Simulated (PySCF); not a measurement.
Vertical excitations of a molecule C2H6ClFOSi from TDDFT-PBE0/def2-SVPD in PySCF, as energy in eV (oscillator strength): 8.03 (0.080), 8.13 (0.028), 8.52 (0.027), 8.78 (0.024), 8.85 (0.032), 8.95 (0.080), 9.05 (0.009), 9.16 (0.003), 9.22 (0.016), 9.28 (0.011). Lowest triplet (TDA): 7.74 eV. Geometry: B3LYP-D3(BJ)/def2-SVP. One conformer was computed; it need not be the lowest.

**Question.** Pick the molecule that these values belong to.
(A) C[Si@](F)(Cl)CO
(B) CC[Si](O)(F)Cl
(C) CO[Si@H](Cl)CF
(D) CO[Si@@](C)(F)Cl

**Answer.** B, CC[Si](O)(F)Cl
